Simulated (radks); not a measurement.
Values are calculated unless marked as measured or tabulated.
Initial-state core-level shifts of the strontium ion Sr+ when its valence configuration changes from [Kr] 5s1. Code: a radial shooting solver on a logarithmic mesh with Libxc functionals. Model: Dirac Kohn-Sham, PBE, spin-unpolarised, spherical densities, point nucleus; open shells fill j = l - 1/2 first. Shifts are changes of the shell-averaged eigenvalues in eV (positive: less bound).

| valence | 1s | 2p | 3s | 4s |
|---|---|---|---|---|
| 4d0.5 5s0.5 | +1.080 | +1.168 | +1.158 | +1.114 |
| 4d1 | +1.998 | +2.163 | +2.149 | +2.084 |
| 5p1 | -1.219 | -1.220 | -1.224 | -1.188 |
| 5s0.5 5p0.5 | -0.612 | -0.613 | -0.615 | -0.598 |
